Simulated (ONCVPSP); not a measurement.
## Logarithmic derivatives: O, ONCV

O (Z = 8), optimised norm-conserving Vanderbilt (ONCV), made with ONCVPSP 4.0.1 (PBE, scalar-relativistic). Core [He], reference 2s1.75 2p4.25. Waves: 2s: rc 0.80 bohr, ncon 4, nbas 8, qcut 6.4 1/bohr, 2 projectors, debl 1.1 Ha; 2p: rc 2.00 bohr, ncon 4, nbas 8, qcut 7.2 1/bohr, 1 projector; d scattering state at 0.1 Ha: rc 1.80 bohr, ncon 4, nbas 8, qcut 5.9 1/bohr, 2 projectors, debl 2.8 Ha. Local part: polynomial inside 0.65 bohr (lpopt 3, dvloc0 1 Ha). Core correction: polynomial model core, fcfact 0.2.

The phase is arctan(r·R′/R) of the radial function R(r), unwrapped; energies in Ha, scanned from -2 to 5 Ha. A pole is an energy at which the radial function vanishes at the test radius. The pseudo phase is shifted by a multiple of π to meet the all-electron one at the reference energy, and phase errors are pseudo minus all-electron; the curves can meet again beyond the range given. Levels narrower than the energy grid can be missing from the lists of poles.

```tsv
channel	radius (bohr)	reference energy (Ha)	poles, all-electron	poles, pseudo	unbroken range about the reference energy with phases within 0.05 rad	phase error 1 Ha above the reference energy (rad)
s	0.81	-0.88	none	none	the whole range	+0.000
p	2.03	-0.34	-0.08, 3.63	-0.08, 4.33	below 0.6	+0.071
d	1.82	0.10	3.24	3.24	below 4.4	-0.001
```

Phases in the s channel:

| E (Ha) | all-electron | pseudo |
| --- | --- | --- |
| -1.98 | -0.308 | -0.308 |
| -1.62 | -0.445 | -0.445 |
| -1.26 | -0.572 | -0.572 |
| -0.90 | -0.688 | -0.688 |
| -0.54 | -0.790 | -0.790 |
| -0.18 | -0.879 | -0.879 |
| 0.18 | -0.958 | -0.958 |
| 0.54 | -1.026 | -1.026 |
| 0.90 | -1.085 | -1.085 |
| 1.26 | -1.137 | -1.137 |
| 1.62 | -1.183 | -1.183 |
| 1.98 | -1.224 | -1.224 |
| 2.34 | -1.260 | -1.260 |
| 2.70 | -1.292 | -1.292 |
| 3.06 | -1.322 | -1.322 |
| 3.42 | -1.348 | -1.348 |
| 3.78 | -1.372 | -1.373 |
| 4.14 | -1.395 | -1.395 |
| 4.50 | -1.415 | -1.415 |
| 4.86 | -1.434 | -1.435 |
